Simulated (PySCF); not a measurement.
CrO₃, triplet, at a GFN2-xTB geometry (such geometries of metal compounds can be far from the true shape) (the multiplicity is a formal guess); WB97X-V/STO-3G in PySCF.

The PySCF input:
```python
from pyscf import gto, scf, dft

mol = gto.M(
    atom='''
Cr   -0.00000000    0.00000000   -0.00000000
O    -1.06904109   -1.12345163   -0.13471675
O    -0.06369537    1.25002432   -0.92548535
O     1.13273646   -0.12657268    1.06020210
''',
    basis='sto-3g',
    spin=2,
    verbose=4,
)

mf = dft.UKS(mol)
mf.xc = 'wb97x_v'
mf.grids.atom_grid = (99, 590)
mf.grids.prune = None
mf.kernel()
```

Q: Write the output that PySCF gives for this input, abridged.

A: 
```
PySCF version 2.14.0

[INPUT] verbose = 4
[INPUT] num. atoms = 4
[INPUT] num. electrons = 48
[INPUT] charge = 0
[INPUT] spin (= nelec alpha-beta = 2S) = 2
[INPUT] symmetry False subgroup None
[INPUT] Mole.unit = angstrom
[INPUT] Symbol           X                Y                Z      unit          X                Y                Z       unit  Magmom
[INPUT]  1 Cr     0.000000000000   0.000000000000   0.000000000000 AA    0.000000000000   0.000000000000   0.000000000000 Bohr   0.0
[INPUT]  2 O     -1.069041090000  -1.123451630000  -0.134716750000 AA   -2.020194876007  -2.123015894896  -0.254577761892 Bohr   0.0
[INPUT]  3 O     -0.063695370000   1.250024320000  -0.925485350000 AA   -0.120366804703   2.362203613846  -1.748913843797 Bohr   0.0
[INPUT]  4 O      1.132736460000  -0.126572680000   1.060202100000 AA    2.140561680709  -0.239187700052   2.003491605689 Bohr   0.0

nuclear repulsion = 233.493331454956
number of shells = 17
number of NR pGTOs = 99
number of NR cGTOs = 33
basis = sto-3g
ecp = {}

******** <class 'pyscf.dft.uks.UKS'> ********
method = UKS
initial guess = minao
damping factor = 0
level_shift factor = 0
DIIS = <class 'pyscf.scf.diis.CDIIS'>
diis_start_cycle = 1
diis_space = 8
diis_damp = 0
SCF conv_tol = 1e-09
SCF conv_tol_grad = None
SCF max_cycles = 50
direct_scf = True
direct_scf_tol = 1e-13
number electrons alpha = 25  beta = 23
XC library pyscf.dft.libxc version 7.1.2
    S. Lehtola, C. Steigemann, M. J. T. Oliveira, and M. A. L. Marques,  SoftwareX 7, 1–5 (2018)
XC functionals = wb97x_v
    N. Mardirossian and M. Head-Gordon,  Phys. Chem. Chem. Phys. 16, 9904–9924 (2014)
radial grids:
    Treutler-Ahlrichs [JCP 102, 346 (1995); DOI:10.1063/1.469408] (M4) radial grids

becke partition: Becke, JCP 88, 2547 (1988); DOI:10.1063/1.454033
pruning grids: None
grids dens level: 3
symmetrized grids: False
atomic radii adjust function: <function treutler_atomic_radii_adjust>
User specified grid scheme (99, 590)
** Following is NLC and NLC Grids **
NLC functional = wb97x_v
radial grids:
    Treutler-Ahlrichs [JCP 102, 346 (1995); DOI:10.1063/1.469408] (M4) radial grids

becke partition: Becke, JCP 88, 2547 (1988); DOI:10.1063/1.454033
pruning grids: <function nwchem_prune>
grids dens level: 3
symmetrized grids: False
atomic radii adjust function: <function treutler_atomic_radii_adjust>
small_rho_cutoff = 0
Set gradient conv threshold to 3.16228e-05
tot grids = 233640
tot grids = 63152
init E= -1254.88258850741

cycle= 1 E= -1255.21708089211  delta_E= -0.334  |g|= 1.15  |ddm|= 2.61

cycle= 2 E= -1248.06100586095  delta_E= 7.16  |g|= 3.95  |ddm|= 3.43
cycle= 3 E= -1255.9392415545  delta_E= -7.88  |g|= 0.0948  |ddm|= 2.69
cycle= 4 E= -1255.94408850029  delta_E= -0.00485  |g|= 0.0272  |ddm|= 0.11
cycle= 5 E= -1255.94469449814  delta_E= -0.000606  |g|= 0.00467  |ddm|= 0.0515
cycle= 6 E= -1255.944758616  delta_E= -6.41e-05  |g|= 0.00199  |ddm|= 0.0234
cycle= 7 E= -1255.94476350394  delta_E= -4.89e-06  |g|= 0.000932  |ddm|= 0.006
cycle= 8 E= -1255.94476403476  delta_E= -5.31e-07  |g|= 0.000369  |ddm|= 0.00121
cycle= 9 E= -1255.94476420283  delta_E= -1.68e-07  |g|= 5.95e-05  |ddm|= 0.00107
cycle= 10 E= -1255.94476421875  delta_E= -1.59e-08  |g|= 2.83e-05  |ddm|= 0.000325
cycle= 11 E= -1255.94476422261  delta_E= -3.86e-09  |g|= 1.4e-05  |ddm|= 0.000158
cycle= 12 E= -1255.94476422378  delta_E= -1.18e-09  |g|= 1.31e-05  |ddm|= 9.64e-05
cycle= 13 E= -1255.94476422402  delta_E= -2.32e-10  |g|= 6.97e-06  |ddm|= 3.05e-05
Extra cycle  E= -1255.94476422403  delta_E= -1.46e-11  |g|= 1.15e-05  |ddm|= 1.85e-05
converged SCF energy = -1255.94476422403  <S^2> = 2.0367159  2S+1 = 3.0243782
```
